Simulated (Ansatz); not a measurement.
Computed with Ansatz on PBE0-D4/def2-TZVP structures; ΔE is electronic, products minus reactants. CCSD(T)/CBS is the MP2 limit (def2-TZVPP, def2-QZVPP) plus CCSD(T) − MP2 in def2-TZVPP, frozen cores. For Ge, Se outer-core shells are correlated without core-valence functions, which leaves a few kJ/mol of doubt a bond. Scalar relativity is left out up to krypton.

Consider the formal exchange of groups at a Ge–Se bond: `[GeH3][Se][GeH3]` + `F[SiH](Cl)Cl` → `F[Si](Cl)(Cl)[GeH3]` + `[GeH3][SeH]`.

```
              species  HF/def2-QZVPP energy (Eh)
   `[GeH3][Se][GeH3]`                -6554.24449
       `F[SiH](Cl)Cl`                -1308.25640
`F[Si](Cl)(Cl)[GeH3]`                -3384.82857
        `[GeH3][SeH]`                -4477.64819
```

Task: Work out ΔE.

Result: ΔE = (-3384.82857) + (-4477.64819) − (-6554.24449) − (-1308.25640) = 0.02413 Eh = +0.66 eV. CCSD(T)/CBS gives +0.53 eV.

Task: What do rigid-rotor, harmonic-oscillator terms from PBE0-D4/def2-TZVP frequencies (298.15 K, 1 bar) make of the CCSD(T)/CBS value? (Estimate.)

Result: Computed: ΔZPE = -0.05 eV, ΔH = +0.50 eV, ΔS = 4 J/(mol·K), ΔG = +0.49 eV.

Largest T1 diagnostic among the species: 0.011.

In def2-TZVPP, CCSD(T) changes the Hartree–Fock value by −0.13 eV (the triples alone add −0.01 eV) and MP2 by −0.05 eV. From r2SCAN to r2SCAN0 (25 % exact exchange), in def2-TZVPP and without D4, ΔE moves by +0.04 eV.
